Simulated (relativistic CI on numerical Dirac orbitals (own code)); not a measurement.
# Hyperfine structure of Os LXIX, mass number 189

Computed by Dirac-Coulomb-Breit CI, KLI orbitals optimised for each configuration, model QED (radiative potential, 1s self-energy scaled to tabulated hydrogen-like ionisation energies), unscaled Slater integrals (own radial code, finite nucleus).

Configurations in the expansion (outside the closed core 1s2): 2s2.2p4, 2s.2p5, 2p6, 2p5.3s, 2s2.2p3.3s, 2p5.3p, 2p5.3d, 2s2.2p3.3p, 2s2.2p3.3d, 2s.2p4.3s, 2s.2p4.3p, 2s.2p4.3d, 2s2.2p3.4s, 2s2.2p3.4p, 2s2.2p3.4d, 2s2.2p3.4f. Levels of other configurations are missing.

Nuclear spin I = 3/2, μ = 0.6576 μN, Q = 0.86 b (tables of Stone and Pyykkö). The electronic factors are computed for point nuclear moments, without core polarisation or the Bohr-Weisskopf and QED corrections.

| Level | E (eV) | A (GHz) | B (GHz) |
| --- | --- | --- | --- |
| 2s2.2p4 3P_2 | 0.00 | 396.2 | 72.4 |
| 2s2.2p4 3P_1 | 1584.30 | -433.8 | -770 |
| 2s2.2p4 1D_2 | 1603.25 | 1234 | -1610 |
| 2s.2p5 3P°_2 | 2010.17 | 3191 | -1530 |
| 2s.2p5 1P°_1 | 2098.38 | -2392 | -657 |
| 2s.2p5 3P°_1 | 3646.56 | 7648 | -113 |

Levels with J = 0, under 50 % of one LS term, or S terms without an open s electron are left out. Small factors come from cancelling terms and can be off by tens of per cent or more.

At this charge energies of transitions that change n are usually good to better than 1 %, and those within a shell (Δn = 0) to a few per cent.

Problem. Give the hyperfine levels of 2s2.2p4 3P_1 relative to its centre of gravity.

Solution. With K = F(F + 1) − I(I + 1) − J(J + 1), E = AK/2 + B[¾K(K + 1) − I(I + 1)J(J + 1)]/[2I(2I − 1)J(2J − 1)]: F = 1/2: 122.7, F = 3/2: 1203, F = 5/2: -843.1 GHz.

LS names give the leading component of a level, which can be under half, so a name can repeat, a term be missing and a line seem to break the LS rules.
